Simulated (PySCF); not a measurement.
A structure optimised at PBE-D3(BJ)/def2-SVP, used in a PySCF frequency run:

```xyz
10

C      0.0000    -0.6769    -0.8146
C      0.0000     0.6769    -0.8146
C      0.0000     0.7848     0.6990
C      0.0000    -0.7848     0.6990
H      0.0000    -1.4372    -1.6122
H      0.0000     1.4372    -1.6122
H      0.8998     1.2532     1.1531
H     -0.8998     1.2532     1.1531
H     -0.8998    -1.2532     1.1531
H      0.8998    -1.2532     1.1531
```
Charge 0, spin multiplicity 1.

Task: Write its SMILES, formula and point group.

Result: C1=CCC1, C₄H₆, C2v

Task: What are its rotational constants (standard atomic weights)?

Result: 12.775, 12.176, 6.7802 GHz
